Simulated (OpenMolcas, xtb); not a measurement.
# GeH2O (SMILES [OH][GeH]): the dipole moment, rung by rung

The species is GeH2O (4 atoms), meant as a singlet with charge 0. As SMILES, `[OH][GeH]`. Geometry: a GFN2-xTB relaxation, a rough one for these elements and not checked as a minimum.

```xyz
4

O    -0.0737   -0.6235    0.4823
Ge    0.5282    0.5986   -0.6393
H     0.4742   -1.3469    0.7815
H    -0.9287    1.3719   -0.6244
```

Each level gives the dipole moment (D). The values are calculated.

| level | kind | program | value (D) | CPU time |
| --- | --- | --- | --- | --- |
| GFN2-xTB | semi-empirical | xtb | 2.98 | under 2 s |
| GFN0-xTB | semi-empirical | xtb | 2.75 | under 2 s |
| GFN1-xTB | semi-empirical | xtb | 2.65 | under 2 s |
| HF/STO-3G | Hartree–Fock | OpenMolcas | 1.16 | 2 s |
| HF/3-21G | Hartree–Fock | OpenMolcas | 1.86 | 2 s |
| HF/6-31G** (spherical functions) | Hartree–Fock | OpenMolcas | 1.46 | 4 s |
| HF/def2-SVP | Hartree–Fock | OpenMolcas | 1.60 | 3.3 s |
| B3LYP/3-21G | global hybrid | OpenMolcas | 1.79 | 6 s |
| PBE0/3-21G | global hybrid | OpenMolcas | 1.74 | 6.3 s |
| TPSSh/6-31G | hybrid meta-GGA | OpenMolcas | 1.72 | 10 s |

All-electron rows without a relativistic Hamiltonian named are non-relativistic. The values span 1.16 to 2.98 D. Sets without polarisation functions give poor dipoles. CPU times are rough (shared hosts, several kinds of processor): they show what a rung costs within a factor of a few.
